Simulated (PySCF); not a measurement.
Compound: C₄H₁₁OP₂ (charge +1).
Structure used (GFN2-xTB), in Å, numbered top down from 1:
```xyz
18
C4H11OP2 angstrom
P      2.9396   -0.9083    0.4214
P      0.8577   -0.3297    0.5515
C     -0.1981   -1.4118   -0.4637
C     -1.6480   -0.8882   -0.4187
O     -1.7469    0.4419   -0.8486
C     -1.2294    1.3798    0.0523
C      0.3123    1.3584    0.1029
H      3.3634    0.2796    1.0317
H      3.0295   -0.3703   -0.8716
H      0.4017   -0.5135    1.8490
H      0.1693   -1.3826   -1.4948
H     -0.1400   -2.4408   -0.1009
H     -2.2645   -1.4694   -1.1076
H     -2.0566   -0.9984    0.5974
H     -1.5610    2.3555   -0.3101
H     -1.6411    1.2194    1.0603
H      0.7139    1.5981   -0.8868
H      0.6895    2.0866    0.8246
```

Computed with PySCF, TDDFT B3LYP/def2-SVPD, vertical, gas phase, core orbitals frozen in the response.

Ground-to-excited transition dipoles (e·a0, same axes as the geometry; the sign carries no meaning), for the states with f of 0.002 or more among the lowest 7:

```tsv
state	E (eV)	μx	μy	μz
S1	5.571	-0.430	0.128	-0.027
S2	6.225	0.187	-0.037	0.081
S3	6.533	-0.119	-0.021	0.087
S4	6.644	0.843	-0.291	0.056
S5	6.768	-0.403	0.151	-0.135
S6	6.887	-0.134	0.090	-0.048
S7	7.012	0.427	-0.143	-0.085
```

Q: What oscillator strength does each state have?

A: f = (2/3) ΔE |μ|² with ΔE in hartree (27.2114 eV).

```
state  |μ|² (au)  |μ| (D)      f
   S1      0.202     1.14  0.028
   S2      0.043     0.53  0.007
   S3      0.022     0.38  0.004
   S4      0.799     2.27  0.130
   S5      0.203     1.15  0.034
   S6      0.028     0.43  0.005
   S7      0.210     1.17  0.036
```

Q: What angle do the transition dipoles of S1 and S4 make?

A: |cos θ| = |μa·μb| / (|μa| |μb|) = 1.00, so θ ≈ 2° (taken between 0 and 90°, since the signs are arbitrary).

Q: How is the summed strength of these states shared among x, y and z?

A: (2/3) Σ ΔE μα² gives 0.210 for x, 0.025 for y and 0.007 for z, 0.242 in all.

Q: What peak molar absorption coefficient would the strongest computed level give as a lone Gaussian band 0.4 eV wide at half height?

A: ε(max) = 2.175×10⁸ f / FWHM, with the width in cm⁻¹. S4: 2.175×10⁸ × 0.1301 / 3226 ≈ 8800 L mol⁻¹ cm⁻¹.

One conformer stands for the species.
